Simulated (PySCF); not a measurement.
C₆ coefficients of unlike pairs at wB97M-V

Calculated with PySCF 2.14 from the dipole response of each species, C₆(A,B) = (3/π) ∫ α_A(iu) α_B(iu) du, in atomic units, from isotropic polarisabilities. For ions this is the dispersion term alone; charge-induced terms of lower order in 1/R come first.

```
species           configuration                                                                                  basis      relativity  α (bohr³)  C₆ (like pair)
   Sc³⁺               [Ar] (1S)                                                         aug-cc-pwCVTZ-DK (10s9p7d4f3g)   spin-free X2C      2.156           5.723
   Sb³⁺      [Kr] 4d10 5s2 (1S)  aug-cc-pwCVTZ-DK3 with one added diffuse shell each of s, p, d, f type (11s10p8d5f1g)   spin-free X2C      11.12           53.50
     C⁺       [He] 2s2 2p1 (2P)                                                             aug-cc-pCVTZ-DK (7s6p4d2f)   spin-free X2C      6.064           14.52
    Sn⁺  [Kr] 4d10 5s2 5p1 (2P)                                              aug-cc-pVQZ-PP with ECP28MDF (7s7p5d3f2g)  core potential      26.76           200.2
```

(1) Estimate C₆ for Sb³⁺ with Sc³⁺.

No spin-orbit coupling is included.

The other pairs:

| pair | C₆ |
| --- | --- |
| Sn⁺, C⁺ | 53.35 |
| Sn⁺, Sc³⁺ | 28.09 |
| Sn⁺, Sb³⁺ | 100.9 |
| C⁺, Sb³⁺ | 27.59 |
| C⁺, Sc³⁺ | 8.034 |

## Answers

(1) The integral gives 16.27. The combination rule 2 C_A C_B / (C_A α_B/α_A + C_B α_A/α_B) gives 15.35 and the geometric mean 17.50.
